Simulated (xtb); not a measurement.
C$_{3}$H$_{9}$Ga, triplet, from a rough starting geometry (GFN-xTB shapes and energies of metal compounds can be far from the true ones) (a higher spin typed on purpose: for a closed-shell molecule this is an excited state); xtb with GFN2-xTB.

Input for xtb:
```
$ xtb mol.xyz --gfn 2 --uhf 2 --opt vtight --json

# file mol.xyz
13

Ga    -0.04017088     0.03020556     0.02505985
C     -1.41751986    -1.51129409    -0.13430488
H     -1.16533395    -2.21764466    -0.91039856
H     -2.41515964    -1.05871473    -0.42622174
H     -1.56836364    -2.00881131     0.78879853
C     -0.17919528     1.71827061    -1.08042395
H      0.56990168     1.78094473    -1.79683724
H     -0.06258721     2.63204240    -0.43636601
H     -1.13977486     1.80338494    -1.61877056
C      1.61497785    -0.28166055     1.22890489
H      1.97018677     0.70869242     1.59183300
H      2.43196785    -0.75951953     0.69696515
H      1.36730238    -0.91387737     2.07583557
```

Output, abridged:

```
   ID    Z sym.   atoms
    1   31 Ga     1
    2    6 C      2, 6, 10
    3    1 H      3-5, 7-9, 11-13

           -------------------------------------------------
          |                Calculation Setup                |
           -------------------------------------------------

           -------------------------------------------------
          |                 G F N 2 - x T B                 |
           -------------------------------------------------

          ...................................................
          :                      SETUP                      :
          :.................................................:
          :  # basis functions                  31          :
          :  # atomic orbitals                  30          :
          :  # shells                           18          :
          :  # electrons                        24          :
          :  max. iterations                   250          :
          :  Hamiltonian                  GFN2-xTB          :
          :  restarted?                      false          :
          :  GBSA solvation                  false          :
          :  PC potential                    false          :
          :  electronic temp.          300.0000000     K    :
          :  accuracy                    1.0000000          :
          :  -> integral cutoff          0.2500000E+02      :
          :  -> integral neglect         0.1000000E-07      :
          :  -> SCF convergence          0.1000000E-05 Eh   :
          :  -> wf. convergence          0.1000000E-03 e    :
          :  Broyden damping             0.4000000          :
          :  net charge                          0          :
          :  unpaired electrons                  2          :
          ...................................................

 iter      E             dE          RMSdq      gap      omega  full diag
   1    -12.1066037 -0.121066E+02  0.394E+00    1.54       0.0  T
   2    -12.0752166  0.313871E-01  0.291E+00    1.73       1.0  T
   3    -12.0874389 -0.122223E-01  0.269E+00    1.74       1.0  T
   4    -12.1255488 -0.381099E-01  0.145E+00    1.77       1.0  T
   5    -12.1098388  0.157100E-01  0.162E+00    1.78       1.0  T
   6    -12.1186741 -0.883529E-02  0.143E+00    1.79       1.0  T
   7    -12.1400974 -0.214233E-01  0.671E-01    1.79       1.0  T
   8    -12.1357995  0.429793E-02  0.813E-01    1.80       1.0  T
   9    -12.1427126 -0.691311E-02  0.270E-01    1.81       1.0  T
  10    -12.1428270 -0.114364E-03  0.247E-01    1.81       1.0  T
  11    -12.1434172 -0.590283E-03  0.240E-02    1.81       1.2  T
  12    -12.1434215 -0.421376E-05  0.138E-02    1.81       2.0  T
  13    -12.1434230 -0.153337E-05  0.331E-03    1.81       8.4  T
  14    -12.1434231 -0.844595E-07  0.693E-04    1.81      40.0  T
  15    -12.1434231  0.856564E-08  0.106E-03    1.81      26.2  T
  16    -12.1434231 -0.101643E-07  0.379E-04    1.81      73.3  T

   *** convergence criteria satisfied after 16 iterations ***

 transition dipole moment (au) for excitation:          12          13
     X       Y       Z
   1.2036   0.4609   0.5578  total (au/Debye):    1.404   3.570
 dE (eV)             :    4.873
 oscillator strength :  0.33300E+00

         :::::::::::::::::::::::::::::::::::::::::::::::::::::
         ::                     SUMMARY                     ::
         :::::::::::::::::::::::::::::::::::::::::::::::::::::
         :: total energy             -11.977215150497 Eh    ::
         :: gradient norm              0.113736034328 Eh/a0 ::
         :: HOMO-LUMO gap              1.808710196381 eV    ::
         ::.................................................::
         :: SCC energy               -12.143401718610 Eh    ::
         :: -> isotropic ES            0.005620371388 Eh    ::
         :: -> anisotropic ES          0.003635267292 Eh    ::
         :: -> anisotropic XC          0.008620674032 Eh    ::
         :: -> dispersion             -0.005547826444 Eh    ::
         :: repulsion energy           0.166186568113 Eh    ::
         :: add. restraining           0.000000000000 Eh    ::
         :: total charge               0.000000000000 e     ::
         :::::::::::::::::::::::::::::::::::::::::::::::::::::

      -----------------------------------------------------------
     |                   =====================                   |
     |                        A N C O P T                        |
     |                   =====================                   |
     |               Approximate Normal Coordinate               |
     |                Rational Function Optimizer                |
      -----------------------------------------------------------
      -----------------------------------------------------------
     |                   =====================                   |
     |                        A N C O P T                        |
     |                   =====================                   |
     |               Approximate Normal Coordinate               |
     |                Rational Function Optimizer                |
      -----------------------------------------------------------

          ...................................................
          :                      SETUP                      :
          :.................................................:
          :   optimization level         verytight          :
          :   max. optcycles                   260          :
          :   ANC micro-cycles                  20          :
          :   degrees of freedom                33          :
          :.................................................:
          :   RF solver                   davidson          :
          :   write xtbopt.log                true          :
          :   linear?                        false          :
          :   energy convergence         0.1000000E-06 Eh   :
[...]
 * total energy  :   -12.0397442 Eh     change       -0.3618712E-04 Eh
 * total energy  :   -12.0397624 Eh     change       -0.1821771E-04 Eh
 * total energy  :   -12.0397706 Eh     change       -0.8114443E-05 Eh
 * total energy  :   -12.0397725 Eh     change       -0.1897159E-05 Eh
 * total energy  :   -12.0397731 Eh     change       -0.6714539E-06 Eh
 * total energy  :   -12.0397735 Eh     change       -0.3792091E-06 Eh
 * total energy  :   -12.0397738 Eh     change       -0.2850816E-06 Eh
 * total energy  :   -12.0397740 Eh     change       -0.1672552E-06 Eh
 * total energy  :   -12.0397741 Eh     change       -0.1423888E-06 Eh
 * total energy  :   -12.0397743 Eh     change       -0.1894394E-06 Eh
 * total energy  :   -12.0397745 Eh     change       -0.1629231E-06 Eh
 * total energy  :   -12.0397745 Eh     change       -0.7441386E-07 Eh
   *** GEOMETRY OPTIMIZATION CONVERGED AFTER 53 ITERATIONS ***
         :: total energy             -12.039774524580 Eh    ::
[...]
         :: -> isotropic ES            0.008374708213 Eh    ::
         :: -> anisotropic ES          0.004600163184 Eh    ::
         :: -> anisotropic XC          0.008845574534 Eh    ::
         :: -> dispersion             -0.006077546376 Eh    ::
         :: repulsion energy           0.159889725829 Eh    ::
         :: add. restraining           0.000000000000 Eh    ::
         :: total charge               0.000000000000 e     ::
         :::::::::::::::::::::::::::::::::::::::::::::::::::::

           -------------------------------------------------
          |                Property Printout                |
           -------------------------------------------------

    * Orbital Energies and Occupations

         #    Occupation            Energy/Eh            Energy/eV
      -------------------------------------------------------------
         1        2.0000           -0.5768880             -15.6979
         2        2.0000           -0.5739985             -15.6193
         3        2.0000           -0.5555788             -15.1181
         4        2.0000           -0.4870195             -13.2525
         5        2.0000           -0.4765861             -12.9686
         6        2.0000           -0.4755252             -12.9397
         7        2.0000           -0.4663486             -12.6900
         8        2.0000           -0.4645161             -12.6401
         9        2.0000           -0.4484158             -12.2020
        10        2.0000           -0.4480657             -12.1925
        11        1.9997           -0.3693327             -10.0501
        12        1.0003           -0.3539463              -9.6314
        13        1.0000           -0.2909974              -7.9184 (HOMO)
        14                         -0.1045630              -2.8453 (LUMO)
        15                         -0.0606096              -1.6493
        16                         -0.0121999              -0.3320
        17                          0.0607260               1.6524
        18                          0.0828913               2.2556
        19                          0.1390047               3.7825
        20                          0.1547474               4.2109
        21                          0.1688940               4.5958
        22                          0.2006382               5.4596
        23                          0.2155306               5.8649
        24                          0.2325017               6.3267
       ...                                ...                  ...
        30                          0.8465566              23.0360
      -------------------------------------------------------------
                  HL-Gap            0.1864345 Eh            5.0731 eV
             Fermi-level           -0.2797098 Eh           -7.6113 eV

     #   Z          covCN         q      C6AA      α(0)
     1  31 Ga       2.220     0.035   217.890    33.103
     2   6 C        3.477    -0.145    25.550     7.564
     3   1 H        0.925     0.058     2.222     2.331
     4   1 H        0.925     0.050     2.322     2.383
     5   1 H        0.925     0.057     2.234     2.338
     6   6 C        3.591    -0.177    24.707     7.202
     7   1 H        0.924     0.034     2.533     2.489
     8   1 H        0.924     0.034     2.531     2.488
     9   1 H        0.924     0.034     2.526     2.486
    10   6 C        3.477    -0.145    25.552     7.565
    11   1 H        0.925     0.049     2.327     2.385
    12   1 H        0.925     0.058     2.228     2.334
    13   1 H        0.925     0.058     2.224     2.332

 Mol. C6AA /au·bohr⁶  :       1855.013412
 Mol. C8AA /au·bohr⁸  :      79190.909020
 Mol. α(0) /au        :         76.999301

Wiberg/Mayer (AO) data.
largest (>0.10) Wiberg bond orders for each atom

 ---------------------------------------------------------------------------
     #   Z sym  total        # sym  WBO       # sym  WBO       # sym  WBO
 ---------------------------------------------------------------------------
     1  31 Ga   2.405 --     6 C    0.871    10 C    0.582     2 C    0.581
     2   6 C    3.698 --     5 H    0.959     3 H    0.958     4 H    0.950
                             1 Ga   0.581    10 C    0.160
     3   1 H    0.997 --     2 C    0.958
     4   1 H    0.997 --     2 C    0.950
     5   1 H    0.996 --     2 C    0.959
     6   6 C    3.862 --     9 H    0.946     8 H    0.945     7 H    0.942
                             1 Ga   0.871
     7   1 H    0.999 --     6 C    0.942
     8   1 H    0.998 --     6 C    0.945
     9   1 H    0.998 --     6 C    0.946
    10   6 C    3.699 --    13 H    0.960    12 H    0.957    11 H    0.950
                             1 Ga   0.582     2 C    0.160
    11   1 H    0.997 --    10 C    0.950
    12   1 H    0.997 --    10 C    0.957
    13   1 H    0.996 --    10 C    0.960
 ---------------------------------------------------------------------------

Topologies differ in total number of bonds
Writing topology from bond orders to xtbtopo.mol

molecular dipole:
                 x           y           z       tot (Debye)
 q only:        0.077      -0.387       0.166
   full:        0.135      -0.402       0.058       1.087
molecular quadrupole (traceless):
                xx          xy          yy          xz          yz          zz
 q only:        0.517       0.327      -0.385       0.303       0.323      -0.132
  q+dip:        0.066       0.507       0.099       0.601      -0.652      -0.165
   full:        1.180       1.168      -0.878       1.097       0.196      -0.303

optimized geometry written to: xtbopt.xyz

           -------------------------------------------------
          | TOTAL ENERGY              -12.039774524580 Eh   |
          | GRADIENT NORM               0.000047087771 Eh/α |
          | HOMO-LUMO GAP               5.073139962883 eV   |
           -------------------------------------------------
```
